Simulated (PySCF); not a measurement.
C2H5Se, SMILES CC[Se], multiplicity 2. Geometry optimised at B3LYP-D3(BJ)/def2-SVP. The isomer is the one that the SMILES or the coordinates give; other isomers of the formula were not compared.

Method: B3LYP-D3(BJ)/def2-SVP (PySCF).

Harmonic wavenumbers (cm⁻¹): 233, 286, 541, 558, 903, 972, 1067, 1239, 1242, 1394, 1422, 1459, 1470, 3025, 3037, 3067, 3105, 3128. Rotational constants (GHz): 31.40, 3.619, 3.382; symmetry number 1.

### Question
Work out the zero-point energy and the ideal-gas rigid-rotor harmonic-oscillator thermochemistry at 298.15 K and 1 atm.

### Answer
ZPE = ½ Σ hcν = ½ × 28147 cm⁻¹ = 40.24 kcal/mol. H − E(el) = 43.55 kcal/mol. Entropy in cal/(mol K): translation 39.95, rotation 24.24, vibration 4.89, spin 1.38, total 70.45. G − E(el) = 22.55 kcal/mol. Cp = 15.67 cal/(mol K).
